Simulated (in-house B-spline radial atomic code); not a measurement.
Ge: [Ar] 3d10 4s2 4p2

All numbers are computed (Dirac-Kohn-Sham PBEsol, spherical fractional occupations; Fermi nucleus of rms radius 4.0742 fm) with a radial B-spline atomic code at the basis-set limit, not measured.

Effective charges: Z_r = [3n² - l(l+1)]/(2<r>) from the radius, Z_e = n√(-2ε) from the energy, and Slater's rules. Values are occupation-weighted means over j.

```
shell  electrons   ε (eV)  <r> (bohr)    Z_r    Z_e  Slater
   1s          2   -10949     0.04702  31.90  28.37   31.70
   2s          2  -1370.1      0.2099  28.58  20.07   27.85
   2p          6  -1197.8      0.1837  27.22  18.77   27.85
   3s          2  -168.06      0.6246  21.61  10.54   20.75
   3p          6  -115.42      0.6473  19.31   8.74   20.75
   3d         10  -29.304      0.7369  14.25   4.40   10.85
   4s          2  -11.741       2.115  11.35   3.72    5.65
   4p          2  -3.8986       2.883   7.98   2.14    5.65
```

The least bound orbital is 4p3/2 at -3.835 eV, and it is also the most diffuse (<r> = 2.903 bohr).

Spin-orbit splittings of the orbital energies (j = l + 1/2 above j = l - 1/2 when positive): 2p 31.83 eV, 3p 4.278 eV, 3d 0.5852 eV, 4p 0.1893 eV.

For the 1s electron the small component carries 1.34 % of the norm, the zero-frequency Breit interaction raises the level by 16.17 eV, self-energy by 8.382 eV, and vacuum polarisation lowers it by 0.8083 eV.
